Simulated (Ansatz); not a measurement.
`BC(=O)O` + CH₃NH₂ → `BNC` + `O=CO` at 400 K and 1 bar (ligand exchange at a B–C bond).

Computed with Ansatz on PBE0-D4/def2-TZVP structures; ΔE is electronic, products minus reactants. CCSD(T)/CBS adds triple-zeta CCSD(T) − MP2 to the extrapolated MP2 energy (def2 sets, frozen cores). This one scheme is used for every species. One conformer a species, not always the lowest.

| species | CCSD(T)/CBS energy (Eh) | H − E (kJ/mol) | S (J/(mol·K)) |
| --- | --- | --- | --- |
| `BC(=O)O` | -214.97533 | 139.3 | 307.9 |
| CH₃NH₂ | -95.75281 | 185.4 | 256.0 |
| `BNC` | -121.18426 | 222.8 | 289.6 |
| `O=CO` | -189.60296 | 105.1 | 262.3 |

H − E and S are ideal-gas, rigid-rotor, harmonic terms from PBE0-D4/def2-TZVP, for one conformer and one mirror image of each species. 1 Eh = 2625.50 kJ/mol, R = 8.31446 J/(mol·K).

**Question.** By hand: ΔE, ΔH, ΔS and ΔG.

**Answer.** ΔE = (-121.18426) + (-189.60296) − (-214.97533) − (-95.75281) = -0.05908 Eh = -155.1 kJ/mol. Δ(H − E) = 222.8 + 105.1 − 139.3 − 185.4 = 3.2, so ΔH = -151.9 kJ/mol. ΔS = 289.6 + 262.3 − 307.9 − 256.0 = -12.0 J/(mol·K). ΔG = -151.9 − 400 × (-12.0)/1000 = -147.1 kJ/mol.

**Question.** By hand: the equilibrium constant, and the temperature at which ΔG would vanish if ΔH and ΔS stayed fixed.

**Answer.** log₁₀ K = −ΔG/(RT ln 10) = 19.2. ΔG = 0 at ΔH/ΔS = 12658 K, far beyond where these terms or the molecules hold.

The number of gas molecules stays the same, so ΔS is small and ΔH decides. A doubt of 5 kJ/mol in ΔE shifts log₁₀ K by 0.7 here. Other conformers and mirror images would add mixing entropy, several J/(mol·K) or more a flexible species. These are equilibria of isolated gas molecules and say nothing of rates. Largest T1 diagnostic: 0.019 (customary marks: 0.02 for closed shells, 0.045 for open ones).
